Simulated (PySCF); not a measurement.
CH₈N₂OSi, SMILES CN[Si@@H](N)O.

Coordinates come from a B3LYP-D3(BJ)/def2-SVP optimisation. The structure was generated by enumeration; whether it is a known compound was not checked. The values are those of a single conformer.

These are PBE/def2-TZVP run with PySCF values and carry that method's errors.

The molecule is in vacuum.

Computed frontier levels, gap, dipole moment and polarisability:
```yaml
highest_occupied_level: -5.35 eV
lowest_empty_level: 0.22 eV
orbital_gap: 5.57 eV
dipole_moment: 0.83 D
quadrupole, principal values (traceless, Buckingham form, about the centre of nuclear charge): -8.40, 1.37, 7.02 D·Å
mean_static_polarisability: 58.9 bohr³ (8.73 Å³)
polarisability_principal_values: 51.2, 57.2, 68.4 bohr³
```
